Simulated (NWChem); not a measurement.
System: N$_{2}$H$_{3}$ anion

Parts of the log:

```
             Northwest Computational Chemistry Package (NWChem) 7.3.0
             --------------------------------------------------------

 CS  symmetry detected

                             Geometry "geometry" -> ""
                             -------------------------

 Output coordinates in angstroms (scale by  1.889725989 to convert to a.u.)

  No.       Tag          Charge          X              Y              Z
 ---- ---------------- ---------- -------------- -------------- --------------
    1 N                    7.0000    -0.09477057    -0.80047909     0.00000000
    2 N                    7.0000     0.08950071     0.66291558     0.00000000
    3 H                    1.0000     0.87207234    -1.14385255     0.00000000
    4 H                    1.0000    -0.41759169     1.05339856     0.80537879
    5 H                    1.0000    -0.41759169     1.05339856    -0.80537879

 Effective nuclear repulsion energy (a.u.)      34.6173941277

      Symmetry information
      --------------------

 Group name             Cs
 Group number              2
 Group order               2
 No. of unique centers     4

                                 NWChem DFT Module
                                 -----------------

 Summary of "ao basis" -> "ao basis" (spherical)
 ------------------------------------------------------------------------------
       Tag                 Description            Shells   Functions and Types
 ---------------- ------------------------------  ------  ---------------------
 N                           6-31g*                  6       14   3s2p1d
 H                           6-31g*                  2        2   2s

      Symmetry analysis of basis
      --------------------------

        a'         24
        a"         10

            General Information
            -------------------
          SCF calculation type: DFT
          Wavefunction type:  closed shell.
          No. of atoms     :     5
          No. of electrons :    18
           Alpha electrons :     9
            Beta electrons :     9
          Charge           :    -1
          Spin multiplicity:     1
          Use of symmetry is: on ; symmetry adaption is: on
          Maximum number of iterations: 150
          AO basis - number of functions:    34
                     number of shells:    18
          Convergence on energy requested:  1.00D-06
          Convergence on density requested:  1.00D-05
          Convergence on gradient requested:  5.00D-04

              XC Information
              --------------
                         PBE0 Method XC Functional
                     Hartree-Fock (Exact) Exchange  0.250
          PerdewBurkeErnzerhof Exchange Functional  0.750
            Perdew 1991 LDA Correlation Functional  1.000 local
           PerdewBurkeErnz. Correlation Functional  1.000 non-local

             Grid Information
             ----------------
          Grid used for XC integration:  medium
          Radial quadrature: Mura-Knowles
          Angular quadrature: Lebedev.
          Tag              B.-S. Rad. Rad. Pts. Rad. Cut. Ang. Pts.
          ---              ---------- --------- --------- ---------
          N                   0.65       49           7.0       434
          H                   0.35       45           8.0       434
          Grid pruning is: on
          Number of quadrature shells:   188
          Spatial weights used:  Erf1

      Superposition of Atomic Density Guess
      -------------------------------------

 Sum of atomic energies:        -110.08217411

 Renormalizing density from      17.00 to     18

      Non-variational initial energy
      ------------------------------

 Total energy =    -114.627551
 1-e energy   =    -230.050591
 2-e energy   =      80.805647
 HOMO         =       0.205544
 LUMO         =       0.452854

      Symmetry analysis of molecular orbitals - initial
      -------------------------------------------------

  Numbering of irreducible representations:

     1 a'          2 a"

  Orbital symmetries:

     1 a'          2 a'          3 a'          4 a'          5 a"
     6 a'          7 a'          8 a'          9 a"         10 a'
    11 a'         12 a"         13 a'         14 a"         15 a'
    16 a'         17 a'         18 a'         19 a"

     ---------------------------------------------
      Total Density - Mulliken Population Analysis
     ---------------------------------------------

    Atom       Charge   Shell Charges
 -----------   ------   -------------------------------------------------------
    1 N    7     8.04   2.00  0.76  2.07  1.00  2.19  0.02
    2 N    7     7.39   2.00  0.72  1.92  0.90  1.82  0.03
    3 H    1     0.88   0.48  0.39
    4 H    1     0.85   0.47  0.38
    5 H    1     0.85   0.47  0.38

   convergence    iter        energy       DeltaE   RMS-Dens  Diis-err
 ---------------- ----- ----------------- --------- --------- ---------
 d= 0,ls=0.0,diis     1   -110.9082665504 -1.46D+02  3.91D-02  1.03D+00
 d= 0,ls=0.0,diis     2   -110.8650044642  4.33D-02  2.12D-02  1.56D+00
 d= 0,ls=0.0,diis     3   -111.0308405479 -1.66D-01  3.09D-03  1.40D-02
 d= 0,ls=0.0,diis     4   -111.0316922211 -8.52D-04  1.73D-03  5.65D-03
 d= 0,ls=0.0,diis     5   -111.0323105837 -6.18D-04  3.04D-04  8.26D-05
  Resetting Diis
 d= 0,ls=0.0,diis     6   -111.0323211520 -1.06D-05  5.66D-05  7.54D-07
 d= 0,ls=0.0,diis     7   -111.0323213037 -1.52D-07  2.16D-05  4.73D-08
 d= 0,ls=0.0,diis     8   -111.0323213148 -1.12D-08  4.29D-06  1.58D-08

         Total DFT energy =     -111.032321314819
      One electron energy =     -224.478406401472
           Coulomb energy =       93.883154839267
    Exchange-Corr. energy =      -15.054463880285
 Nuclear repulsion energy =       34.617394127672

 Numeric. integr. density =       18.000001132945

                  Occupations of the irreducible representations
                  ----------------------------------------------

                     irrep           alpha         beta
                     --------     --------     --------
                     a'                7.0          7.0
                     a"                2.0          2.0

                       DFT Final Molecular Orbital Analysis
                       ------------------------------------

 Vector    7  Occ=2.000000D+00  E=-6.204875D-02  Symmetry=a'
              MO Center=  7.3D-02,  1.7D-01,  6.1D-16, r^2= 1.4D+00
   Bfn.  Coefficient  Atom+Function         Bfn.  Coefficient  Atom+Function
  ----- ------------  ---------------      ----- ------------  ---------------
    17      0.419144  2 N  px                21      0.336840  2 N  px
    20      0.286131  2 N  s                  6     -0.250285  1 N  s
     3      0.224743  1 N  px                16      0.163401  2 N  s
     2     -0.149534  1 N  s                  7      0.142885  1 N  px
     8      0.105798  1 N  py                32     -0.099416  4 H  s

 Vector    8  Occ=2.000000D+00  E= 8.884822D-02  Symmetry=a'
              MO Center= -2.8D-02, -3.1D-01, -1.1D-15, r^2= 1.7D+00
   Bfn.  Coefficient  Atom+Function         Bfn.  Coefficient  Atom+Function
  ----- ------------  ---------------      ----- ------------  ---------------
     6      0.477918  1 N  s                  3     -0.355464  1 N  px
    17      0.342743  2 N  px                21      0.330783  2 N  px
     7     -0.285417  1 N  px                30     -0.231265  3 H  s
    18      0.187835  2 N  py                22      0.171851  2 N  py
    29     -0.164805  3 H  s                  4     -0.162358  1 N  py

 Vector    9  Occ=2.000000D+00  E= 1.350859D-01  Symmetry=a"
              MO Center= -9.5D-02, -6.7D-01,  1.1D-15, r^2= 1.2D+00
   Bfn.  Coefficient  Atom+Function         Bfn.  Coefficient  Atom+Function
  ----- ------------  ---------------      ----- ------------  ---------------
     9      0.570126  1 N  pz                 5      0.563856  1 N  pz
    32     -0.205473  4 H  s                 34      0.205473  5 H  s
    31     -0.101544  4 H  s                 33      0.101544  5 H  s
    19     -0.062573  2 N  pz                25     -0.032658  2 N  d -1
    13     -0.025529  1 N  d  1

 Vector   10  Occ=0.000000D+00  E= 3.322798D-01  Symmetry=a'
              MO Center= -5.2D-01,  1.1D+00,  1.2D-15, r^2= 2.8D+00
   Bfn.  Coefficient  Atom+Function         Bfn.  Coefficient  Atom+Function
  ----- ------------  ---------------      ----- ------------  ---------------
    20      1.612785  2 N  s                 32     -1.174883  4 H  s
    34     -1.174883  5 H  s                 21     -0.562091  2 N  px
    22      0.275609  2 N  py                17     -0.206379  2 N  px
     8     -0.169091  1 N  py                18      0.136474  2 N  py
    16      0.127084  2 N  s                 15     -0.107772  2 N  s

 Vector   11  Occ=0.000000D+00  E= 4.036915D-01  Symmetry=a"
              MO Center= -4.8D-01,  1.0D+00, -6.7D-16, r^2= 2.7D+00
   Bfn.  Coefficient  Atom+Function         Bfn.  Coefficient  Atom+Function
  ----- ------------  ---------------      ----- ------------  ---------------
    32      1.418417  4 H  s                 34     -1.418417  5 H  s
    23     -1.043044  2 N  pz                19     -0.418088  2 N  pz
     9      0.168309  1 N  pz                 5      0.069190  1 N  pz
    31      0.046305  4 H  s                 33     -0.046305  5 H  s

[...]
```

Level: PBE0/6-31G* (spherical d). Sets without diffuse functions describe the anion's extra electron poorly. Geometry: optimised at B3LYP/def2-SVPD. The highest occupied level is positive, so the extra electron may be held by the finite basis.

Q: Write an input that gives this output.

A: This is not unique; one that fits is the input that was run:
```
start job
memory heap 200 mb stack 700 mb global 900 mb
charge -1
geometry units angstroms noautoz
  N      0.005488    -0.805974     0.138560
  N      0.077348     0.656455    -0.039253
  H      0.675708    -1.145630    -0.560103
  H      0.307789     1.082281     0.868410
  H     -0.871442     1.007239    -0.226270
end
basis spherical
  * library 6-31g*
end
dft
  xc pbe0
  iterations 150
  mulliken
end
task dft energy
```
